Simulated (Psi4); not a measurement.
Cl3Si (SMILES Cl[Si](Cl)Cl), doublet, at a GFN2-xTB geometry; CCSD(T)/STO-3G run with Psi4.

Psi4 was given this input:
```
memory 2 GB

molecule mol {
0 2
Si    0.305349    0.301083    0.303222
Cl   -0.851349   -0.875891    1.477321
Cl    1.471334   -0.855542   -0.881862
Cl   -0.871449    1.483482   -0.845170
}

set {
  basis sto-3g
  reference uhf
  freeze_core true
  mp2_type conv
  scf_type pk
  puream true
  d_convergence 1e-8
}

energy('ccsd(t)')
print_variables()
```

### Question
What does Psi4 print? Leave out banner, timings and long lists.

### Answer

```
   => Loading Basis Set <=

    Name: STO-3G
    Role: ORBITAL
    Keyword: BASIS

         ---------------------------------------------------------
                                   SCF
               by Justin Turney, Rob Parrish, Andy Simmonett
                          and Daniel G. A. Smith
                              UHF Reference
         ---------------------------------------------------------

  ==> Geometry <==

    Molecular point group: c1
    Full point group: C1

    Geometry (in Angstrom), charge = 0, multiplicity = 2:

       Center              X                  Y                   Z               Mass
    ------------   -----------------  -----------------  -----------------  -----------------
         SI           0.307235472433     0.302943163588     0.305094975827    27.976926534650
         CL          -0.849462527567    -0.874030836412     1.479193975827    34.968852682000
         CL           1.473220472433    -0.853681836412    -0.879989024173    34.968852682000
         CL          -0.869562527567     1.485342163588    -0.843297024173    34.968852682000

  Running in c1 symmetry.

  Rotational constants: A =      0.08364  B =      0.08364  C =      0.04398 [cm^-1]
  Rotational constants: A =   2507.54887  B =   2507.54750  C =   1318.51527 [MHz]
  Nuclear repulsion =  325.137116268371869

  Charge       = 0
  Multiplicity = 2
  Electrons    = 65
  Nalpha       = 33
  Nbeta        = 32

  ==> Algorithm <==

  SCF Algorithm Type is PK.
  DIIS enabled.
  MOM disabled.
  Fractional occupation disabled.
  Guess Type is SAD.
  Energy threshold   = 1.00e-08
  Density threshold  = 1.00e-08
  Integral threshold = 1.00e-12

  ==> Primary Basis <==

  Basis Set: STO-3G
    Blend: STO-3G
    Number of shells: 20
    Number of basis functions: 36
    Number of Cartesian functions: 36
    Spherical Harmonics?: true
    Max angular momentum: 1

  ==> Integral Setup <==

  Using in-core PK algorithm.
   Calculation information:
      Number of atoms:                   4
      Number of AO shells:              20
      Number of primitives:             60
      Number of atomic orbitals:        36
      Number of basis functions:        36

      Integral cutoff                 1.00e-12
      Number of threads:                 1

  Performing in-core PK
  Using 444222 doubles for integral storage.
  We computed 14143 shell quartets total.
  Whereas there are 22155 unique shell quartets.

  ==> DiskJK: Disk-Based J/K Matrices <==

    J tasked:                  Yes
    K tasked:                  Yes
    wK tasked:                  No
    Schwarz Cutoff:          1E-12

  Minimum eigenvalue in the overlap matrix is 3.2045190060E-01.
  Reciprocal condition number of the overlap matrix is 1.7705979587E-01.
    Using symmetric orthogonalization.

  ==> Pre-Iterations <==

  SCF Guess: Superposition of Atomic Densities via on-the-fly atomic UHF (no occupation information).

   -------------------------
    Irrep   Nso     Nmo
   -------------------------
     A         36      36
   -------------------------
    Total      36      36
   -------------------------

  ==> Iterations <==

                        Total Energy        Delta E     RMS |[F,P]|

   @UHF iter SAD: -1648.31131724019065   -1.64831e+03   0.00000e+00
   @UHF iter   1: -1649.35817224996185   -1.04686e+00   8.29576e-03 ADIIS/DIIS
   @UHF iter   2: -1649.45554132581697   -9.73691e-02   1.72389e-03 ADIIS/DIIS
   @UHF iter   3: -1649.45899759513736   -3.45627e-03   3.57974e-04 ADIIS/DIIS
   @UHF iter   4: -1649.45937622436645   -3.78629e-04   7.35108e-05 DIIS
   @UHF iter   5: -1649.45939435838045   -1.81340e-05   1.30668e-05 DIIS
   @UHF iter   6: -1649.45939490905766   -5.50677e-07   3.75461e-06 DIIS
   @UHF iter   7: -1649.45939496022402   -5.11664e-08   1.72001e-06 DIIS
   @UHF iter   8: -1649.45939497307882   -1.28548e-08   3.39241e-07 DIIS
   @UHF iter   9: -1649.45939497345535   -3.76531e-10   4.73993e-08 DIIS
[...]
  @UHF Final Energy: -1649.45939497346194
    Total Energy =                      -1649.4593949734621674
[...]
              3   0         0.0124713572
              3   1         0.0110610083
              5   2         0.0107217217
              4   3         0.0107217173
              4   2         0.0045450985
              5   3        -0.0045450964
              9   3        -0.0039516965
             10   2        -0.0039516936

    Largest TIJAB Amplitudes:
      5   4   2   1         0.0138448598
     12  10   1   0         0.0123040315
     12   9   2   0         0.0123040312
      6   5   1   0        -0.0111538403
      6   4   2   0        -0.0111538398
     12  11   2   1         0.0105689830
      4   3   2   0        -0.0080960115
      5   3   1   0        -0.0080960112
     10   9   2   1        -0.0067785329
     11  10   2   0         0.0055617474

    Largest Tijab Amplitudes:
      5   4   3   2         0.0155944607
      6   3   1   0         0.0143356351
      6   5   2   0         0.0136378496
      6   4   3   0         0.0136378477
     10   8   1   0        -0.0133512417
      9   7   1   0         0.0133512295
      5   3   2   0        -0.0101581485
      4   3   3   0        -0.0101581484
      6   5   2   1        -0.0099040816
      6   4   3   1        -0.0099040790

    Largest TIjAb Amplitudes:
      5   5   1   2        -0.0330090743
      4   4   2   3        -0.0330090606
      3   3   0   1        -0.0299142357
     12   6   0   0         0.0261410784
      6   3   0   1         0.0256826459
      5   3   1   0        -0.0256581812
      4   3   2   0        -0.0256581802
      5   6   1   0        -0.0241651190
      4   6   2   0        -0.0241651187
      3   3   1   2        -0.0220168265

    SCF energy       (wfn)                    = -1649.459394973461940
    Reference energy (file100)                = -1649.459394973462622

    Opposite-spin MP2 correlation energy      =   -0.030864603138562
    Same-spin MP2 correlation energy          =   -0.006549037799848
    Singles MP2 correlation energy            =   -0.000000000000000
    MP2 correlation energy                    =   -0.037413640938410
      * MP2 total energy                      = -1649.496808614401061

    Opposite-spin CCSD correlation energy     =   -0.040283807741197
    Same-spin CCSD correlation energy         =   -0.007216165366648
    Singles CCSD correlation energy           =    0.000000000000000
    CCSD correlation energy                   =   -0.047499973107845
      * CCSD total energy                     = -1649.506894946570355

            **************************
            *                        *
            *        CCTRIPLES       *
            *                        *
            **************************

    Wave function   =    CCSD_T
    Reference wfn   =      UHF

    Nuclear Rep. energy (wfn)                =  325.137116268371869
    SCF energy          (wfn)                = -1649.459394973461940
    Reference energy    (file100)            = -1649.459394973462622
    CCSD energy         (file100)            =   -0.047499973107845
    Total CCSD energy   (file100)            = -1649.506894946570355

    Number of ijk index combinations:
    Spin Case AAA:                                 286
    Spin Case BBB:                                 220
    Spin Case AAB:                                 936
    Spin Case ABB:                                 858
    AAA (T) energy                             =   -0.000013017094890
    BBB (T) energy                             =   -0.000042428229645
    AAB (T) energy                             =   -0.000693908731488
    ABB (T) energy                             =   -0.000974235632439
    (T) energy                                   =   -0.001723589688462
      * CCSD(T) total energy                     = -1649.508618536258837

  Variable Map:
  ----------------------------------------------------------------------------
[...]
  Array Variable Map:
  ----------------------------------------------------------------------------
[...]
[...]
```
